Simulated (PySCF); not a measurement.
# `[H]/N=C/C(=C/C)[SiH2]Cl`, C4H8ClNSi

Geometry:
| atom | x (Å) | y (Å) | z (Å) |
| --- | --- | --- | --- |
| C1 | -2.092 | -0.399 | 0.837 |
| C2 | -0.695 | -0.857 | 0.632 |
| C3 | 0.277 | -0.219 | -0.030 |
| C4 | 1.595 | -0.814 | -0.117 |
| N5 | 2.476 | -0.182 | -0.763 |
| Si6 | 0.233 | 1.459 | -0.913 |
| Cl7 | 1.178 | 2.793 | 0.262 |
| H8 | -2.777 | -1.063 | 0.308 |
| H9 | -2.241 | 0.615 | 0.484 |
| H10 | -2.346 | -0.451 | 1.896 |
| H11 | -0.473 | -1.824 | 1.079 |
| H12 | 1.756 | -1.777 | 0.391 |
| H13 | 3.399 | -0.605 | -0.806 |
| H14 | 0.856 | 1.401 | -2.225 |
| H15 | -1.150 | 1.931 | -1.056 |

The calculation used GIAO wB97X/pcSseg-1 magnetisability, rotational g tensor and spin-rotation constants, non-relativistic, gas phase in PySCF 2.14.0. Geometry: GFN2-xTB.

(1) Give the nuclear spin-rotation constants along the inertial axes (H = +C I·J) beside the isotropic shieldings.

Answers

(1) Rotational constants 2.1354, 1.3627, 0.9666 GHz. A star marks the isotopologue with that one atom substituted, in its own axes.
```tsv
atom	isotope	Caa (kHz)	Cbb (kHz)	Ccc (kHz)	mean (kHz)	σ (ppm)
N5	14N	0.397	0.392	0.067	0.285	-85.2
Cl7	35Cl	0.137	0.129	0.064	0.110	1018.1
H8	1H	-0.058	-0.146	-0.057	-0.087	29.8
H9	1H	-0.080	-0.060	-0.094	-0.078	29.2
H10	1H	-0.204	-0.115	-0.011	-0.110	29.8
H11	1H	-0.009	-0.038	-0.070	-0.040	24.9
H12	1H	-0.021	-0.018	-0.058	-0.032	23.6
H13	1H	-0.192	0.222	-0.111	-0.027	20.7
H14	1H	-0.135	-0.066	-0.005	-0.069	26.3
H15	1H	-0.176	0.044	-0.068	-0.067	26.5
C1	13C*	0.339	0.172	0.132	0.214	168.5
C2	13C*	0.783	0.672	0.204	0.553	26.3
C3	13C*	0.721	0.623	0.212	0.518	40.8
C4	13C*	0.788	0.693	0.255	0.579	10.8
Si6	29Si*	-1.172	-0.827	-0.562	-0.854	394.3
```
For the geometry as given, no vibrational averaging.
